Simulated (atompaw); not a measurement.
# Plane-wave convergence, PAW (atompaw) potential for tellurium

atompaw 4.2.0.5 input, output lines left out:

```
Te 52
GGA-PBESOL scalarrelativistic loggrid 1500 logderivrange -3 5 201
5 5 4 0 0 0
5 0 1.5
5 1 4.5
0 0 0
c
c
c
c
v
c
c
c
v
c
c
2
2.35 2.10 2.15 1.65
y
-0.7
n
y
0.15
n
y
0.3
n
custom rrkj gramschmidtortho sinc
bessel
1.85
2.35
2.35
2.35
2.35
```

The pseudo-atom Hamiltonian at the reference potential is diagonalised in spherical Bessel functions j_l(qr) that vanish at 20 bohr, with q² up to the cutoff. All-electron valence levels (Ry): 5s -1.1418, 5p -0.4592.

Task: How do the lowest levels (Ry) of each channel move with the cutoff, and are there ghosts?

Result:

```csv
cutoff (Ry),s #1,p #1,d #1,f #1,Σ f·Δε (mRy)
8,-1.1391,-0.4572,0.0582,0.1134,13.3
10,-1.1403,-0.4585,0.0582,0.1134,5.6
12,-1.1411,-0.4590,0.0582,0.1134,2.2
15,-1.1412,-0.4592,0.0582,0.1134,1.0
18,-1.1414,-0.4592,0.0582,0.1134,0.8
21,-1.1415,-0.4592,0.0582,0.1134,0.5
25,-1.1416,-0.4592,0.0582,0.1134,0.3
400,-1.1417,-0.4593,0.0582,0.1134,0.0
```

Result: no extra level below or beside the all-electron valence levels (s, p, d, f tested); 10 mRy is reached at 10 Ry and 1 mRy at 18 Ry.
